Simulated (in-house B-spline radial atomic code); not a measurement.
Cl⁶⁺. Computed with a B-spline radial atomic code. Model: all-electron spherical atom, spin shells full or empty, radial basis limit, no spin-orbit coupling: exact exchange with a local potential (Slater, KLI or optimised effective potential, whose far tail is KLI's), no correlation.

Empty minority-spin level lies below the highest occupied level: each spin potential is zero at infinity, spin occupations fixed.

The run also made RPA and GW results, which its time includes.

The Slater potential averages the orbital exchange potentials with the orbital densities as weights, KLI adds orbital constants, and the optimised effective potential minimises the exact-exchange energy among local potentials. So their energies lie above Hartree-Fock in the order OEP, KLI, Slater. All fall off as −1/r, unlike LDA and GGA exchange.

Command:
```bash
python run_gw.py task.json out
```
Settings (lengths in bohr, energies in hartree):
```
Z                      17
electrons              11
configuration          [Ne] 3s1
hamiltonian            nr
method                 oep
lmax                   9
spin_polarised         True
box_radius             9.29
intervals              65
ion_configuration      [He] 2s2 2p6
```

Cost of the run: 4.3 s on 1 thread of Arm Neoverse N1, on a shared host.

Given: hamiltonian non-relativistic; mean-field start exchange-only OEP.

Computed: energy above Hartree-Fock 2.7135 millihartree; virial ratio -E/T less 1 0.

```json
{"radius (bohr)": "0.00294", "r times exchange potential up (hartree bohr)": "-0.040037", "r times exchange potential down (hartree bohr)": "-0.041867"}
{"radius (bohr)": "0.00355", "r times exchange potential up (hartree bohr)": "-0.048304", "r times exchange potential down (hartree bohr)": "-0.050514"}
{"radius (bohr)": "0.00428", "r times exchange potential up (hartree bohr)": "-0.058169", "r times exchange potential down (hartree bohr)": "-0.060834"}
{"radius (bohr)": "0.00516", "r times exchange potential up (hartree bohr)": "-0.070015", "r times exchange potential down (hartree bohr)": "-0.073229"}
{"radius (bohr)": "0.00623", "r times exchange potential up (hartree bohr)": "-0.08433", "r times exchange potential down (hartree bohr)": "-0.088214"}
{"radius (bohr)": "0.00751", "r times exchange potential up (hartree bohr)": "-0.1013", "r times exchange potential down (hartree bohr)": "-0.10599"}
{"radius (bohr)": "0.00906", "r times exchange potential up (hartree bohr)": "-0.12161", "r times exchange potential down (hartree bohr)": "-0.12727"}
{"radius (bohr)": "0.0109", "r times exchange potential up (hartree bohr)": "-0.14533", "r times exchange potential down (hartree bohr)": "-0.15215"}
{"radius (bohr)": "0.0132", "r times exchange potential up (hartree bohr)": "-0.17427", "r times exchange potential down (hartree bohr)": "-0.18255"}
{"radius (bohr)": "0.0159", "r times exchange potential up (hartree bohr)": "?", "r times exchange potential down (hartree bohr)": "?"}
{"radius (bohr)": "0.0192", "r times exchange potential up (hartree bohr)": "-0.24552", "r times exchange potential down (hartree bohr)": "-0.25764"}
{"radius (bohr)": "0.0232", "r times exchange potential up (hartree bohr)": "-0.28922", "r times exchange potential down (hartree bohr)": "-0.30394"}
{"radius (bohr)": "0.0279", "r times exchange potential up (hartree bohr)": "?", "r times exchange potential down (hartree bohr)": "?"}
{"radius (bohr)": "0.0337", "r times exchange potential up (hartree bohr)": "-0.38814", "r times exchange potential down (hartree bohr)": "-0.40985"}
{"radius (bohr)": "0.0407", "r times exchange potential up (hartree bohr)": "-0.44125", "r times exchange potential down (hartree bohr)": "-0.46772"}
{"radius (bohr)": "0.049", "r times exchange potential up (hartree bohr)": "-0.49138", "r times exchange potential down (hartree bohr)": "-0.5236"}
{"radius (bohr)": "0.0592", "r times exchange potential up (hartree bohr)": "-0.53514", "r times exchange potential down (hartree bohr)": "-0.57454"}
{"radius (bohr)": "0.0714", "r times exchange potential up (hartree bohr)": "-0.56394", "r times exchange potential down (hartree bohr)": "-0.61213"}
{"radius (bohr)": "0.0861", "r times exchange potential up (hartree bohr)": "-0.56835", "r times exchange potential down (hartree bohr)": "-0.62749"}
{"radius (bohr)": "0.104", "r times exchange potential up (hartree bohr)": "-0.53837", "r times exchange potential down (hartree bohr)": "-0.61154"}
{"radius (bohr)": "0.125", "r times exchange potential up (hartree bohr)": "-0.48678", "r times exchange potential down (hartree bohr)": "-0.57647"}
{"radius (bohr)": "0.151", "r times exchange potential up (hartree bohr)": "-0.48038", "r times exchange potential down (hartree bohr)": "-0.58677"}
{"radius (bohr)": "0.182", "r times exchange potential up (hartree bohr)": "-0.58516", "r times exchange potential down (hartree bohr)": "-0.70765"}
{"radius (bohr)": "0.22", "r times exchange potential up (hartree bohr)": "-0.74026", "r times exchange potential down (hartree bohr)": "-0.88607"}
{"radius (bohr)": "0.265", "r times exchange potential up (hartree bohr)": "-0.87057", "r times exchange potential down (hartree bohr)": "-1.0473"}
{"radius (bohr)": "0.32", "r times exchange potential up (hartree bohr)": "-0.96916", "r times exchange potential down (hartree bohr)": "-1.1848"}
{"radius (bohr)": "0.386", "r times exchange potential up (hartree bohr)": "-1.0265", "r times exchange potential down (hartree bohr)": "-1.2891"}
{"radius (bohr)": "0.466", "r times exchange potential up (hartree bohr)": "-1.0281", "r times exchange potential down (hartree bohr)": "-1.3481"}
{"radius (bohr)": "0.562", "r times exchange potential up (hartree bohr)": "-0.95757", "r times exchange potential down (hartree bohr)": "-1.3553"}
{"radius (bohr)": "0.678", "r times exchange potential up (hartree bohr)": "-0.79709", "r times exchange potential down (hartree bohr)": "-1.3196"}
{"radius (bohr)": "0.818", "r times exchange potential up (hartree bohr)": "-0.65067", "r times exchange potential down (hartree bohr)": "-1.2597"}
{"radius (bohr)": "0.987", "r times exchange potential up (hartree bohr)": "-0.77239", "r times exchange potential down (hartree bohr)": "-1.1954"}
{"radius (bohr)": "1.19", "r times exchange potential up (hartree bohr)": "-0.90888", "r times exchange potential down (hartree bohr)": "-1.1401"}
{"radius (bohr)": "1.44", "r times exchange potential up (hartree bohr)": "-0.96481", "r times exchange potential down (hartree bohr)": "-1.0955"}
{"radius (bohr)": "1.73", "r times exchange potential up (hartree bohr)": "-0.9874", "r times exchange potential down (hartree bohr)": "-1.0441"}
{"radius (bohr)": "2.09", "r times exchange potential up (hartree bohr)": "-0.99635", "r times exchange potential down (hartree bohr)": "-1.0073"}
{"radius (bohr)": "2.52", "r times exchange potential up (hartree bohr)": "-0.99966", "r times exchange potential down (hartree bohr)": "-0.99315"}
```

(1) What belongs in the row 0.0159?

(2) What belongs in the row 0.0279?

```tsv
occupied	level (hartree)	Hartree-Fock level (hartree)
1s up	-105.16	-109.03
1s down	-105.84	-108.99
2s up	-13.488	-14.541
2s down	-14.175	-14.477
2p up	?	?
2p down	-11.977	-11.977
3s up	-4.1678	-4.1674
```

(3) What belongs in the row 2p up?

```json
{"empty": "3s down", "level (hartree)": "-4.4389"}
{"empty": "3p down", "level (hartree)": "?"}
{"empty": "3p up", "level (hartree)": "-3.6197"}
{"empty": "3d down", "level (hartree)": "-3.1405"}
{"empty": "3d up", "level (hartree)": "-2.8543"}
{"empty": "4s down", "level (hartree)": "-2.1442"}
{"empty": "4s up", "level (hartree)": "-2.0748"}
{"empty": "4p down", "level (hartree)": "-1.9411"}
{"empty": "4p up", "level (hartree)": "?"}
{"empty": "4d down", "level (hartree)": "-1.6808"}
```

(4) What belongs in the row 3p down?

(5) What belongs in the row 4p up?

## Answers

(1) r times exchange potential up (hartree bohr): -0.20713; r times exchange potential down (hartree bohr): -0.21713.

(2) r times exchange potential up (hartree bohr): -0.33637; r times exchange potential down (hartree bohr): -0.35419.

(3) level (hartree): -11.293; Hartree-Fock level (hartree): -12.003.

(4) level (hartree): -3.8749.

(5) level (hartree): -1.872.

The highest level, 3s up, differs from Hartree-Fock by -0.0092 eV and the deepest, 1s down, by +85.7 eV: a local potential can match the highest level but can't give each shell its own exchange.
